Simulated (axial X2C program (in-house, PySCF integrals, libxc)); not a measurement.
**What spin–orbit coupling does to TlGe⁺**

All values were computed with an axial X2C code built on PySCF integrals. Spin-free means the one-electron spin-free X2C Hamiltonian; two-component (2c) means X2C with spin–orbit coupling and atomic mean-field two-electron Coulomb and Gaunt terms, so the difference of the two also holds small scalar two-electron terms. Basis: Tl dyall-v2z [10s12p9d5f], Ge dyall-v2z [7s8p5d] (cores contracted in-house); Gaussian nuclei, density fitting, unrestricted open shells. Masses: Tl 204.974 u, Ge 73.921 u.

Spin-free state: M_S = 1, Λ = 1 (beyond evenly filled blocks: σα, π+α); fragments Tl+ + Ge.

```
level  Re (Å)  ωe (cm⁻¹)  De (eV)  μ (D)
 PBE0   3.235       76.2    0.664   0.76
   HF   3.544       56.1    0.288  -0.77
  MP2   3.337       67.6    0.477    n/a
  PBE   3.248       75.1    0.762   1.12
B3LYP   3.295       71.9    0.696   0.87
```

Correlated methods: 26 electrons correlated (number of frozen shells: Tl 5 s, 4 p, 2 d, 1 f; Ge 3 s, 2 p), 152 virtual spin orbitals or spinors in MP2.

Dipoles are positive if Ge is the positive end and refer to the centre of mass.

Two-component determinant lowest at the distance of the search:

Ω = 2 (⟨Sz⟩ = 0.99, ⟨Lz⟩ = 1.01 at HF); fragments Tl+ + Ge.

```csv
level,Re (Å),ωe (cm⁻¹),μ (D)
PBE0,3.224,76.5,1.00
HF,3.501,57.4,-0.48
MP2,3.333,67.9,n/a
PBE,3.249,73.8,1.30
B3LYP,3.290,71.4,1.15
```

Question: From the two tables, how do the constants change at the MP2 level (2c against spin-free)?

Answer: At the MP2 level Re falls by 0.004 Å and ωe increases by 0.3 cm⁻¹.

Occupations by symmetry block were frozen at the best pattern of an incomplete PBE0 search. De is counted from the lowest determinant-based energies of the atoms at the same level, without counterpoise correction. De is not given where an atomic determinant may have missed its ground term or J level, or where the truncated virtual space spoils (T). Density functionals use the spin component along the axis (collinear). Other states lie close and PBE0, whose exact exchange favours high spin, may order them wrongly; the determinant shown need not be the ground state. The nearest other spin-free determinant of the search, M_S = 0, Λ = 1, lies 0.28 eV up at the distance of the search. Without a current term, density functionals place determinants with orbital angular momentum somewhat too high. The atomic limit has a lower orbital projection than the molecule and lies lower at mean-field level, so De may be about a tenth of an eV too small. With several unpaired electrons one determinant need not be a pure state. A state of lower Ω lies just above, and one determinant can place such states too high, so the state shown need not be the lowest. The search has Ω = 1 only 0.10 eV up. Open-shell Ω = 0 determinants with evenly filled partner blocks cannot be reached by this program, so the Ω shown need not be the lowest component. At some level and bond length an empty orbital lies below a filled one.
